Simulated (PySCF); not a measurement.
Compound: C₉H₁₆P (charge +1).
Numbering: `[CH2:1]=[CH:2][P@@+:3]([CH3:4])(/[CH:5]=[CH:6]\[CH3:7])[CH:8]1[CH2:9][CH2:10]1` (hydrogens: H11, H12 on C1; H13 on C2; H14, H15, H16 on C4; H17 on C5; H18 on C6; H19, H20, H21 on C7; H22 on C8; H23, H24 on C9; H25, H26 on C10)

Computed with PySCF at PBE0/pcSseg-1, non-relativistic, on one gas-phase PBE0-D3(BJ)/def2-SVP geometry that isn't relaxed in the solvent. The solvent is an IEF-PCM continuum (Bondi radii, 1.10 Å for H, scaled by 1.2). Only the electrostatic response of the medium enters.

Gas phase at PBE0/pcSseg-1: HOMO -11.99 eV, LUMO -5.00 eV.

**Question.** What does the continuum do to the energy and the frontier levels at PBE0/pcSseg-1 in tetrahydrofuran and dichloromethane?

**Answer.** 
```
        solvent      ε  E(solvent) − E(gas) (kJ/mol)  polarisation term (kJ/mol)  distortion of the solute (kJ/mol)  HOMO (eV)  LUMO (eV)
tetrahydrofuran  7.426                       -174.67                     -176.52                               1.85      -8.70      -1.69
dichloromethane   8.93                       -179.35                     -181.35                               2.00      -8.62      -1.61
```

Polarisation term: ½ Σ q·V over the induced surface charges. Distortion: the rise of the solute's own energy as its density leaves the gas-phase optimum. From tetrahydrofuran to dichloromethane the lowering changes by a factor 1.03, Born's factor 1 − 1/ε by 1.03 and ε itself by 1.2.

**Question.** Which radius a makes Born's formula ΔE = −(q²/2a)(1 − 1/ε) give the value in dichloromethane?

**Answer.** a = q²(1 − 1/ε)/(2|ΔE|) = 3.44 Å, with q = +1 e and |ΔE| = 0.0683 Eh; the farthest nucleus lies 3.87 Å from the centroid of the nuclei. The formula assumes a point charge at the centre of a sphere.

**Question.** Which Hirshfeld charges (PBE0/pcSseg-1) respond most in dichloromethane (means over atoms taken as equivalent)?

**Answer.** 
```json
{"atoms": "P3", "environment": "phosphonium phosphorus", "gas (e)": "+0.459", "solvent (e)": "+0.471", "change": "+0.012"}
{"atoms": "C1", "environment": "terminal =CH2 carbon", "gas (e)": "-0.022", "solvent (e)": "-0.032", "change": "-0.010"}
{"atoms": "H24", "environment": "methylene hydrogen", "gas (e)": "+0.076", "solvent (e)": "+0.070", "change": "-0.006"}
{"atoms": "H25", "environment": "methylene hydrogen", "gas (e)": "+0.076", "solvent (e)": "+0.070", "change": "-0.006"}
{"atoms": "C9", "environment": "three-membered-ring carbon", "gas (e)": "-0.060", "solvent (e)": "-0.065", "change": "-0.005"}
{"atoms": "H12", "environment": "vinylic hydrogen", "gas (e)": "+0.086", "solvent (e)": "+0.081", "change": "-0.005"}
```

Time: 67 s wall; peak memory 1.4 GiB. Hardware: an Intel Xeon Platinum 8488C with one thread (shared host). This is the whole shielding run at PBE0/pcSseg-1 in dichloromethane, SCF included.

The values belong to the conformer `[CH2:1]=[CH:2][P@@+:3]([CH3:4])(/[CH:5]=[CH:6]\[CH3:7])[CH:8]1[CH2:9][CH2:10]1`: C1–C2–P3–C4 -107°, C2–P3–C5–C6 64°, C2–P3–C8–C9 159°.
